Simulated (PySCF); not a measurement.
# How methods differ on the excitation energy of Nb⁺

Nb⁺ [Kr] 4d4 (5D) → Nb⁺ [Kr] 4d3 5p1 (high-spin determinant), as a difference of total energies. Computed with PySCF 2.14 in aug-cc-pVTZ-PP with ECP28MDF, with a scalar-relativistic core potential. Correlated levels: valence: 4s2 4p6 frozen. The calculations carry no spin-orbit coupling.

| method | excitation energy (eV) |
| --- | --- |
| UHF | 3.917 |
| LDA | 4.424 |
| PBE | 4.310 |
| PBE0 | 4.365 |
| wB97X | 4.412 |
| HSE06 | 4.338 |
| r2SCANh | 4.233 |
| MP2 (valence) | 4.199 |
| SCS-MP2 (valence) | 4.011 |

Task: How much does correlation contribute at MP2 (valence)?

Result: 4.199 − (3.917) = 0.282 eV, measured against UHF.

The determinant of the upper state mixes LS terms, which raises its energy above the lowest term, most at the Hartree-Fock and MP2 levels.
